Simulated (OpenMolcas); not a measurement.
Mo5+ among 6 point charges of -1.7 e arranged as a trigonal antiprism (D3d), 1.78 Å from the ion, with a polar angle of 48.2° against the regular 54.74°.

```yaml
Program: OpenMolcas
Method: CASSCF
Basis: ANO-RCC-VTZP [7s6p4d2f1g]
Scalar_Hamiltonian: DKH2, point nucleus
Active_space: 1 electron in 5 orbitals (4d)
State_averaging: 2S+1 = 2 even, 5 roots
Spin-orbit_coupling: RASSI with atomic mean-field integrals over the reference wave functions
```

Q: What is the spin-free ground state (labels of D3, the rotations of D3d)?

A: 2E, 2-fold in its orbital part, 100 % from free-ion D terms; it has the highest spin that d1 allows.

Q: Where is the first state of the same spin?

A: 2A1 at 8950 cm-1 above the ground state.

Q: What are the lowest two levels with spin-orbit coupling?

A: A 2-fold level E3/2 with g = 0.00, 0.00, 1.45, then a 2-fold level E1/2 1591 cm-1 above it. Their leading multiplicities are 2 (100 %) and 2 (100 %).

Q: What is χT at 300 K, and how does it compare with the textbook value?

A: The lowest level has 2S+1 = 2, for which the spin-only value is χT = S(S+1) / 2 = 0.375 cm3 K/mol (g = 2). The computed 0.132 at 300 K differs by -0.243, through orbital momentum, spin-orbit coupling and any other state in reach.

An orbital doublet at a regular site is open to a Jahn-Teller distortion, which this geometry leaves out. This is an electrostatic model: the charges have no orbitals. No measured value stands beside these numbers.
